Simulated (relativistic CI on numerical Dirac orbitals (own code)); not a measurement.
# Electric-dipole lines of Gd3+

Calculated at this level of theory: Dirac-Coulomb-Breit CI, orbitals from a KLI potential per configuration, QED by a radiative potential, valence Slater integrals scaled by 0.85, P86 correlation energy added to each configuration (own radial code, finite nucleus).

CI space (outside the closed core [Kr] 4d10 5s2): 4f⁷5p⁶, 4f⁶5p⁶5d, 4f⁶5p⁶6s, 4f⁶5p⁶6p, 4f⁹5p⁴, 4f⁶5p⁶7s, 4f⁶5p⁶8s. Levels of other configurations are missing.

| λ vac (nm) | Lower | Upper | A (s⁻¹) | E lower (cm⁻¹) | E upper (cm⁻¹) |
| --- | --- | --- | --- | --- | --- |
| 107.23 | 4f⁷5p⁶ ⁸S°7/2 [1] | 4f⁶5p⁶5d ⁶P7/2 [231] | 1.57e+08 | 0.0 | 93254.6 |
| 107.41 | 4f⁷5p⁶ ⁸S°7/2 [1] | 4f⁶5p⁶5d ⁸P9/2 [230] | 7.59e+08 | 0.0 | 93103.7 |
| 109.05 | 4f⁷5p⁶ ⁸S°7/2 [1] | 4f⁶5p⁶5d ⁸P7/2 [224] | 5.90e+08 | 0.0 | 91698.9 |
| 109.45 | 4f⁷5p⁶ ⁸S°7/2 [1] | 4f⁶5p⁶5d ⁸P5/2 [220] | 4.54e+08 | 0.0 | 91368.8 |
| 110.88 | 4f⁷5p⁶ ⁸S°7/2 [1] | 4f⁶5p⁶5d ⁶P5/2 [211] | 2.76e+08 | 0.0 | 90188.1 |
| 116.06 | 4f⁷5p⁶ ⁶P°7/2 [2] | 4f⁶5p⁶5d ⁴D7/2 [397] | 3.27e+07 | 31465.1 | 117630.4 |
| 116.49 | 4f⁷5p⁶ ⁶P°7/2 [2] | 4f⁶5p⁶5d ⁶G9/2 [391] | 5.29e+07 | 31465.1 | 117312.8 |
| 116.63 | 4f⁷5p⁶ ⁶P°7/2 [2] | 4f⁶5p⁶5d ⁶D9/2 [387] | 1.59e+08 | 31465.1 | 117203.3 |
| 116.87 | 4f⁷5p⁶ ⁶P°5/2 [3] | 4f⁶5p⁶5d ⁴D7/2 [397] | 7.75e+07 | 32062.1 | 117630.4 |
| 116.89 | 4f⁷5p⁶ ⁶P°5/2 [3] | 4f⁶5p⁶5d ⁶F5/2 [396] | 4.07e+07 | 32062.1 | 117611.4 |
| 117.57 | 4f⁷5p⁶ ⁶P°3/2 [4] | 4f⁶5p⁶5d ⁶G3/2 [399] | 5.06e+07 | 32616.3 | 117671.6 |
| 118.52 | 4f⁷5p⁶ ⁶P°7/2 [2] | 4f⁶5p⁶5d ⁴G7/2 [371] | 2.03e+07 | 31465.1 | 115839.2 |
| 118.58 | 4f⁷5p⁶ ⁶P°5/2 [3] | 4f⁶5p⁶5d ⁶P3/2 [378] | 1.20e+08 | 32062.1 | 116392.1 |
| 119.07 | 4f⁷5p⁶ ⁶P°7/2 [2] | 4f⁶5p⁶5d ⁶S5/2 [366] | 7.55e+07 | 31465.1 | 115450.5 |
| 119.37 | 4f⁷5p⁶ ⁶P°3/2 [4] | 4f⁶5p⁶5d ⁶P3/2 [378] | 1.18e+08 | 32616.3 | 116392.1 |
| 119.92 | 4f⁷5p⁶ ⁶P°5/2 [3] | 4f⁶5p⁶5d ⁶S5/2 [366] | 5.99e+07 | 32062.1 | 115450.5 |
| 121.66 | 4f⁷5p⁶ ⁶P°7/2 [2] | 4f⁶5p⁶5d ⁴G5/2 [342] | 3.82e+07 | 31465.1 | 113659.8 |
| 121.72 | 4f⁷5p⁶ ⁶I°11/2 [8] | 4f⁶5p⁶5d ⁶K13/2 [392] | 4.90e+07 | 35259.2 | 117416.5 |
| 121.89 | 4f⁷5p⁶ ⁶I°17/2 [7] | 4f⁶5p⁶5d ⁶K19/2 [384] | 1.75e+08 | 35000.3 | 117039.6 |
| 122.17 | 4f⁷5p⁶ ⁶P°7/2 [2] | 4f⁶5p⁶5d ⁶D7/2 [341] | 3.95e+07 | 31465.1 | 113319.4 |
| 122.45 | 4f⁷5p⁶ ⁶I°9/2 [6] | 4f⁶5p⁶5d ⁶K11/2 [379] | 6.40e+07 | 34975.5 | 116638.9 |
| 122.70 | 4f⁷5p⁶ ⁶I°7/2 [5] | 4f⁶5p⁶5d ⁶K9/2 [376] | 4.62e+07 | 34617.0 | 116114.3 |
| 122.87 | 4f⁷5p⁶ ⁶I°15/2 [9] | 4f⁶5p⁶5d ⁶K15/2 [382] | 1.84e+07 | 35367.7 | 116753.8 |
| 122.94 | 4f⁷5p⁶ ⁶I°13/2 [10] | 4f⁶5p⁶5d ⁶K15/2 [382] | 8.64e+07 | 35412.1 | 116753.8 |
| 123.01 | 4f⁷5p⁶ ⁶I°15/2 [9] | 4f⁶5p⁶5d ⁶K17/2 [381] | 1.10e+08 | 35367.7 | 116664.2 |
| 123.25 | 4f⁷5p⁶ ⁶I°9/2 [6] | 4f⁶5p⁶5d ⁶K9/2 [376] | 2.36e+07 | 34975.5 | 116114.3 |
| 123.63 | 4f⁷5p⁶ ⁶I°7/2 [5] | 4f⁶5p⁶5d ⁴I9/2 [367] | 2.76e+07 | 34617.0 | 115502.1 |
| 123.89 | 4f⁷5p⁶ ⁶I°11/2 [8] | 4f⁶5p⁶5d ⁶K13/2 [373] | 6.78e+07 | 35259.2 | 115976.6 |
| 124.08 | 4f⁷5p⁶ ⁶I°13/2 [10] | 4f⁶5p⁶5d ⁶K15/2 [375] | 4.94e+07 | 35412.1 | 116003.0 |
| 124.19 | 4f⁷5p⁶ ⁶P°5/2 [3] | 4f⁶5p⁶5d ⁴P5/2 [334] | 3.83e+07 | 32062.1 | 112585.3 |
| 124.88 | 4f⁷5p⁶ ⁶I°11/2 [8] | 4f⁶5p⁶5d ⁶K13/2 [364] | 4.18e+07 | 35259.2 | 115338.8 |
| 125.13 | 4f⁷5p⁶ ⁶I°9/2 [6] | 4f⁶5p⁶5d ⁶K11/2 [359] | 7.90e+07 | 34975.5 | 114890.8 |
| 125.32 | 4f⁷5p⁶ ⁶P°7/2 [2] | 4f⁶5p⁶5d ⁶D5/2 [323] | 1.30e+08 | 31465.1 | 111259.2 |
| 125.80 | 4f⁷5p⁶ ⁶I°9/2 [6] | 4f⁶5p⁶5d ⁶I11/2 [355] | 2.43e+07 | 34975.5 | 114467.6 |
| 126.14 | 4f⁷5p⁶ ⁶P°5/2 [3] | 4f⁶5p⁶5d ⁶D3/2 [324] | 6.82e+07 | 32062.1 | 111339.1 |
| 126.42 | 4f⁷5p⁶ ⁶I°7/2 [5] | 4f⁶5p⁶5d ⁶K9/2 [344] | 9.98e+07 | 34617.0 | 113718.5 |
| 157.57 | 4f⁷5p⁶ ⁶I°17/2 [7] | 4f⁶5p⁶5d ⁶H15/2 [255] | 4.48e+07 | 35000.3 | 98463.1 |
| 161.28 | 4f⁷5p⁶ ⁶I°15/2 [9] | 4f⁶5p⁶5d ⁶H13/2 [247] | 4.28e+07 | 35367.7 | 97372.2 |
| 161.84 | 4f⁷5p⁶ ⁶P°7/2 [2] | 4f⁶5p⁶5d ⁶P7/2 [231] | 1.37e+07 | 31465.1 | 93254.6 |
| 163.98 | 4f⁷5p⁶ ⁶D°9/2 [11] | 4f⁶5p⁶5d ⁶F9/2 [265] | 2.03e+07 | 39348.0 | 100329.6 |
| 164.02 | 4f⁷5p⁶ ⁶I°13/2 [10] | 4f⁶5p⁶5d ⁶H11/2 [242] | 4.13e+07 | 35412.1 | 96379.4 |
| 166.10 | 4f⁷5p⁶ ⁶I°11/2 [8] | 4f⁶5p⁶5d ⁶H9/2 [237] | 4.08e+07 | 35259.2 | 95464.9 |
| 167.60 | 4f⁷5p⁶ ⁶I°9/2 [6] | 4f⁶5p⁶5d ⁶H7/2 [236] | 4.18e+07 | 34975.5 | 94640.1 |
| 168.57 | 4f⁷5p⁶ ⁶I°7/2 [5] | 4f⁶5p⁶5d ⁶H5/2 [233] | 4.61e+07 | 34617.0 | 93939.6 |
| 170.29 | 4f⁷5p⁶ ⁶P°7/2 [2] | 4f⁶5p⁶5d ⁶P5/2 [211] | 1.61e+07 | 31465.1 | 90188.1 |

Terms are leading LS components. Brackets give the number of a level in order of energy, since labels repeat. The list gives strong lines, with weight on those to low levels, without lines whose two gauges differ by over a factor of 2.5, among the lowest 400 of 9333 levels, so that lines to higher ones, which can be the strongest, are missing, and without lines across small gaps between configurations, and without 42 lines that miss the measured interval by over 3.5 %, start from a term whose rates miss tabulated ones by over 60 %, have gauges far apart or, lacking measured levels, span too small a gap for the errors found; lines with a level outside our table were not tested and can miss by more. Levels whose partners in the same complex of configurations lie outside the list can be far off, and so can their lines. Rates are taken at the computed energies, electric ones in the length gauge.

For a near-neutral ion this model can misplace configurations by up to about 10,000 cm⁻¹ (more where the count of f electrons changes) and terms by 10 to 25 % of their spread. Rates follow the energies as ν³ (E1, M1) or ν⁵ (E2), so they and the lifetimes can be off by large factors. The fine structure of a lone outer electron comes out too small, for d and f at times inverted, and misplaced configurations move strength between like terms.

LS names give the leading component of a level, which can be under half, so a name can repeat, a term be missing and a line seem to break the LS rules.
